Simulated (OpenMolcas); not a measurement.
Cr4+ with 6 ligands (fluoride) in octahedral coordination (Oh). A charge of +0.333 e stands 2.8 Å behind each ligand. Ligand basis ANO-RCC-VDZP.

```
Program             : OpenMolcas 26.06
Method              : CASSCF
Basis               : ANO-RCC-VTZP [6s5p3d2f1g]
Scalar Hamiltonian  : DKH2, point nucleus
Active space        : 2 electrons in 5 orbitals (3d)
State averaging     : 2S+1 = 3 even, 10 roots; 2S+1 = 1 even, 15 roots
Spin-orbit coupling : state interaction with AMFI integrals over the reference wave functions
```

All ligands move together. At R = 1.83 Å |10Dq| is 19767 cm-1, and at R = 1.92 Å it is 16264 cm-1.

Question: A third run gives 18463 cm-1. What distance was it run at?

Answer: With a power law R^-n the two known points give n = -ln(16264 / 19767) / ln(1.92 / 1.83) = 4.06. Then R = 1.83 × (19767 / 18463)^(1/4.06) = 1.861 Å. The run was at 1.86 Å, so the estimate is off by +0.001 Å.

An orbital triplet at a regular site is open to Jahn-Teller coupling, which can distort the site and quench the lowest spin-orbit gaps and is left out. Without dynamic correlation the repulsion within the d shell is too large (B by tens of per cent), so at a given field states of lower spin stand too high. The least metal-like active orbital is 82 % on the metal (Löwdin) and no ligand orbital is active, so the numbers are rough. Ligand-to-metal charge-transfer states are missing. With no ligand orbital active B as a rule stays too high, so bands that hang on it stand too high and its fall with covalency is understated. With metal d orbitals alone and no dynamic correlation the field as a rule comes out too small, by tens of per cent, by up to half for chloride and softer ligands. No measured value stands beside these numbers; the geometry was imposed, not optimised, and the real ion may take another.
